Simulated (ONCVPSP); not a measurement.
## u(r) = r·R(r): atom against pseudo-atom (Ru)

Columns: radius, all-electron u(r) and pseudo u(r) of the 4s shell (level -83.77 eV) of ruthenium in the configuration [Ar] 3d10 4s2 4p6 4d7; PBE, scalar-relativistic, ONCV scheme, ONCVPSP 4.0.1.

```tsv
r (bohr)	all-electron	pseudo
0.093	0.4055	0.0625
0.185	-0.1248	0.1339
0.278	-0.6083	0.2312
0.370	-0.5088	0.3625
0.463	-0.0895	0.5221
0.555	0.3729	0.6860
0.648	0.7510	0.8429
0.740	0.9970	0.9815
0.833	1.1242	1.0885
0.925	1.1546	1.1364
1.018	1.1178	1.1143
1.110	1.0397	1.0395
1.203	0.9385	0.9383
1.295	0.8301	0.8300
1.388	0.7214	0.7212
1.480	0.6199	0.6198
1.573	0.5265	0.5264
1.665	0.4445	0.4444
1.758	0.3721	0.3720
1.850	0.3104	0.3104
1.943	0.2573	0.2573
2.035	0.2130	0.2129
2.128	0.1753	0.1753
2.220	0.1442	0.1442
2.313	0.1181	0.1181
2.405	0.0968	0.0967
```

(1) How many radial nodes do the two functions have?

(2) At about which radius was the pseudo-wave matched?

(3) Where does each function peak?

(4) Is the pseudo-wave norm-conserving?

## Answers

(1) The all-electron 4s function has n − l − 1 = 3 (the table is too coarse to show those close to the nucleus); the pseudo-wave has 0, since the states of the same l below it are removed with the core.

(2) 1.15 bohr, where the columns begin to agree (steps of 0.09 bohr).

(3) Outermost all-electron maximum near 0.93 bohr, pseudo maximum near 0.93 bohr (to the table’s step).

(4) Yes: the ONCV scheme keeps the norm inside the radius equal to the all-electron one, which fixes the energy derivative of the logarithmic derivative at the level.
